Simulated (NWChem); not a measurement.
## Correlation energy of H₃OSi

```
Si
O 1 1.6793
H 1 1.4927 2 112.59
H 1 1.4927 3 110.13 2 126.57
H 1 1.4995 3 110.03 4 121.47
```
Charge 0, spin multiplicity 2.

Everything below was run with NWChem. All single points use one geometry, from UPBE0/def2-SVP, a minimum by its harmonic frequencies.

Basis set: def2-TZVP. Each correlation energy counts from its own Hartree-Fock reference.

The correlated methods keep 6 core orbitals frozen. The structure started from a generated list of species. The unpaired electrons of the parent sit in orbitals of symmetry a' (Cs labels of the run); other states weren't searched. The stability of the SCF solutions was not checked. Open-shell Hartree-Fock references start from PBE0 orbitals. Coupled-cluster values serve here as a point of comparison, not as the truth.

Task: One of these methods gave a correlation energy of -356.1 mHa. Which?
A. SCS-UMP2
B. CCSD(T) on ROHF
C. UMP2
D. CCSD on ROHF

Result: B, CCSD(T) on ROHF. The others give -346.0 (CCSD on ROHF), -304.9 (UMP2), -312.4 (SCS-UMP2).
